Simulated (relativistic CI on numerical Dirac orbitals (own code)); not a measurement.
Ti⁺ in a cubic cluster: L2,3 absorption with charge transfer

Computed with a charge-transfer multiplet model of a cubic metal-ligand cluster with up to one ligand hole, Slater and spin-orbit integrals from Dirac-Coulomb-Breit ions, Slater integrals scaled by 0.9. The ground state mixes d3 with configurations of k ligand holes L, whose averages lie at kΔ + k(k − 1)U_dd/2; a core hole lowers each added d electron by U_cd. 300 K, Lorentzian 0.4 eV and Gaussian 0.3 eV FWHM.

Atomic integrals in eV (Slater integrals scaled, ζ unscaled), ground: F2dd 6.085, F4dd 3.735, zeta_d 0.009; with the core hole: F2dd 7.050, F4dd 4.343, zeta_d 0.017, zeta_core 3.750, F2cd 3.741, G1cd 2.596, G3cd 1.470.

Cluster parameters (eV): Δ = 9, U_dd = 4.3, U_cd = 5.1, 10Dq = 0.3, 10Dq(ligand) = 1.3, final-state hopping factor = 0.9.

| Case | n_d | d3 | d4L | S |
| --- | --- | --- | --- | --- |
| V(eg) = 0.75 eV, V(t2g) = -0.32 eV | 3.03 | 0.97 | 0.03 | 1.50 |
| V(eg) = 1.65 eV, V(t2g) = -0.7 eV | 3.12 | 0.88 | 0.12 | 1.50 |
| V(eg) = 1.95 eV, V(t2g) = -0.83 eV | 3.15 | 0.85 | 0.15 | 1.50 |

Weights, n_d and S are thermal averages at 300 K. Photon energies count from the first peak over 30 % of the highest in each spectrum, which can be another peak from case to case. The parameters are a model scan and need not match a compound or its usual spin state. Peaks in eV (height, largest 100):
- V(eg) = 0.75 eV, V(t2g) = -0.32 eV: 0.0 (100), 2.2 (22), 4.0 (46), 4.7 (38), 5.1 (40), 6.3 (53)
- V(eg) = 1.65 eV, V(t2g) = -0.7 eV: 0.0 (100), 2.3 (21), 4.2 (50), 5.1 (47), 6.2 (58)
- V(eg) = 1.95 eV, V(t2g) = -0.83 eV: 0.0 (100), 2.4 (21), 4.3 (50), 5.1 (49), 6.3 (60)

For the case V(eg) = 1.65 eV, V(t2g) = -0.7 eV, Δ = 9 eV is larger than U_dd = 4.3 eV, the Mott-Hubbard side of the Zaanen-Sawatzky-Allen scheme. With the core hole the configuration with one ligand hole lies at Δ + U_dd − U_cd = 8.2 eV above the one without, against Δ in the ground state. The added d electron screens the hole, so the order of the configurations is kept and charge-transfer satellites are weaker than in photoemission.

With at most 1 ligand hole the space is cut while the next configuration still counts, so covalency is underestimated, and a final configuration with one more ligand hole, which can lie low, is missing from the spectra.
